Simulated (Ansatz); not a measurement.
Z-matrix (Å, degrees):
```
C
O 1 1.415
H 1 1.094 2 110.7
H 1 1.090 2 107.9 3 -119.2
H 1 1.096 2 111.6 3 121.4
Si 2 1.625 1 123.6 3 -74.1
Cl 6 2.050 2 111.5 1 66.9
S 6 2.111 2 109.2 1 -176.2
H 6 1.480 2 109.5 1 -51.1
H 8 1.346 6 92.7 2 57.9
```

Charge 0, multiplicity 1.

Task: List the r2SCAN/def2-TZVPP orbital energies in eV (the Gaussian-basis code of Ansatz). (Estimate.)

Result: The calculation gave: Occupied: -2753.41, -2409.33, -1792.87, -516.28, -274.72, -254.81, -213.79, -193.34, -193.22, -193.21, -157.87, -157.78, -157.66, -143.09, -98.01, -97.95, -97.92, -27.21, -21.63, -19.35, -18.16, -13.94, -12.06, -11.93, -11.84, -10.78, -10.00, -9.03, -8.66, -8.26, -7.88, -7.58, -6.89. Lowest empty: -0.29, 0.16, 0.38, 0.49, 1.77, 1.94, 2.56, 3.18.
